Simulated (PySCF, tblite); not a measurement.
Isomers of C6H8F3P, one GFN2-xTB conformer each. Single-point energies are computed at PBE0/pcSseg-1 (PySCF, gas phase, no added dispersion term), electronic only.

| SMILES | GFN2-xTB relative energy (kcal/mol) |
| --- | --- |
| CP1CC=C(C(F)(F)F)C1 | 0.0 |
| CC1=CCCP1C(F)(F)F | 2.1 |
| CC(C)C1=CP1C(F)(F)F | 38.3 |
| C=CC1CP(C(F)(F)F)C1 | 22.8 |
| CC1=CP1CCC(F)(F)F | 39.1 |

Conformers: `[CH3:1][P:2]1[CH2:3][CH:4]=[C:5]([C:6]([F:7])([F:8])[F:9])[CH2:10]1` with C1–P2–C3–C4 -80°, P2–C3–C4–C5 -13°, C4–C5–C10–P2 14°, C1–P2–C10–C5 80°; `[CH3:1][C:2]1=[CH:3][CH2:4][CH2:5][P:6]1[C:7]([F:8])([F:9])[F:10]` with C2–C3–C4–C5 -10°, C3–C4–C5–P6 14°, C4–C5–P6–C7 83°, C1–C2–P6–C5 -173°; `[CH3:1][CH:2]([CH3:3])[C:4]1=[CH:5][P:6]1[C:7]([F:8])([F:9])[F:10]` with C1–C2–C4–C5 -8°; `[CH2:1]=[CH:2][CH:3]1[CH2:4][P:5]([C:6]([F:7])([F:8])[F:9])[CH2:10]1` with C1–C2–C3–C4 125°, C2–C3–C4–P5 129°, C3–C4–P5–C6 87°, C4–P5–C10–C3 8°, C2–C3–C10–P5 -129°; `[CH3:1][C:2]1=[CH:3][P:4]1[CH2:5][CH2:6][C:7]([F:8])([F:9])[F:10]` with C3–P4–C5–C6 68°, P4–C5–C6–C7 180°.

Question: What does PBE0/pcSseg-1 give for the same structures?

Answer: 
```tsv
SMILES	PBE0/pcSseg-1 E (Eh)	PBE0/pcSseg-1 (kcal/mol)	GFN2-xTB (kcal/mol)	point group
CP1CC=C(C(F)(F)F)C1	-873.58888	0.0	0.0	C1
CC1=CCCP1C(F)(F)F	-873.57757	7.1	2.1	C1
C=CC1CP(C(F)(F)F)C1	-873.54068	30.2	22.8	Cs
CC1=CP1CCC(F)(F)F	-873.53603	33.2	39.1	C1
CC(C)C1=CP1C(F)(F)F	-873.52355	41.0	38.3	C1
```

Both levels put the same isomer lowest; measured from each level's own lowest isomer, the values differ by up to 7.4 kcal/mol (C=CC1CP(C(F)(F)F)C1: 22.8 against 30.2). As drawn, the highest has a three-membered ring, which the lowest lacks.

Question: Which frontier levels, dipoles and rotational constants go with these structures?

Answer: 
```csv
SMILES,"HOMO (eV, PBE0/pcSseg-1)",LUMO (eV),dipole (D),"A, B, C (MHz)"
CP1CC=C(C(F)(F)F)C1,-7.06,-0.57,2.24,"2235, 690.7, 653.2"
CC1=CCCP1C(F)(F)F,-7.06,-0.32,2.75,"1591, 1077, 865.3"
C=CC1CP(C(F)(F)F)C1,-7.39,-0.43,2.59,"2463, 649.6, 628.0"
CC1=CP1CCC(F)(F)F,-6.74,-0.25,2.96,"2422, 485.5, 468.3"
CC(C)C1=CP1C(F)(F)F,-7.29,-0.47,3.27,"2082, 668.1, 660.0"
```

Question: What happens when harmonic zero-point energies from GFN2-xTB frequencies are added?

Answer: 
```tsv
SMILES	ZPE (kcal/mol)	electronic (kcal/mol)	with ZPE (kcal/mol)
CP1CC=C(C(F)(F)F)C1	79.8	0.0	0.0
CC1=CCCP1C(F)(F)F	80.5	7.1	7.8
C=CC1CP(C(F)(F)F)C1	80.1	30.2	30.5
CC1=CP1CCC(F)(F)F	79.1	33.2	32.4
CC(C)C1=CP1C(F)(F)F	79.4	41.0	40.6
```

The zero-point energies span 1.4 kcal/mol. The order is unchanged.
